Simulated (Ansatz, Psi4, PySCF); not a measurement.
Br₂Ge, triplet, geometry from GFN2-xTB (the spin is typed, not shown lowest). Base run: WB97X/cc-pVDZ (PySCF).

Here is a job for PySCF.
```python
from pyscf import gto, scf, dft

mol = gto.Mole()
mol.atom = '''
    Ge    0.01662620    0.00626078    1.00353305
    Br    1.08727208   -1.65040649   -0.46661885
    Br   -1.10247318    1.64468236   -0.45089707
'''
mol.basis = 'cc-pvdz'
mol.spin = 2
mol.verbose = 4
mol.build()

mf = dft.UKS(mol)
mf.xc = 'wb97x'
mf.kernel()
```

The same geometry, method and basis name were run in Ansatz (a quantum-chemistry and plane-wave program) and Psi4 and PySCF, at each program's defaults and at the settings that a row names. The base is PySCF at its defaults. Differences at the defaults can come from grids, fitting, cores and function types together.

```json
[
 {"code and settings": "PySCF, defaults (exact integrals, its default grid, spherical functions)", "ΔE vs base (mEh)": "0.000", "basis functions": "81", "E (Eh)": "-7225.31014", "SCF cycles": "12", "dipole (D)": "1.45"},
 {"code and settings": "Psi4, defaults (density fitting with its default set, its default grid, spherical functions)", "ΔE vs base (mEh)": "295.3", "basis functions": "81", "E (Eh)": "-7225.01482", "SCF cycles": "11", "dipole (D)": "1.45"},
 {"code and settings": "Ansatz, defaults (factorised integrals, its default grid, spherical functions)", "ΔE vs base (mEh)": "-0.003", "basis functions": "81", "E (Eh)": "-7225.31014", "SCF cycles": "-", "dipole (D)": "-"},
 {"code and settings": "PySCF, density fitting with def2-universal-jkfit", "ΔE vs base (mEh)": "-0.033", "basis functions": "81", "E (Eh)": "-7225.31017", "SCF cycles": "12", "dipole (D)": "1.45"},
 {"code and settings": "PySCF, fine grid", "ΔE vs base (mEh)": "-0.003", "basis functions": "81", "E (Eh)": "-7225.31014", "SCF cycles": "12", "dipole (D)": "1.45"},
 {"code and settings": "Psi4, exact integrals, spherical functions, fine grid", "ΔE vs base (mEh)": "-0.014", "basis functions": "81", "E (Eh)": "-7225.31015", "SCF cycles": "15", "dipole (D)": "1.45"},
 {"code and settings": "Ansatz, high accuracy", "ΔE vs base (mEh)": "-0.004", "basis functions": "81", "E (Eh)": "-7225.31014", "SCF cycles": "-", "dipole (D)": "-"}
]
```

Open shells are given as the SCF converged; they aren't shown to be the lowest states, and a large step between rows can be another state.
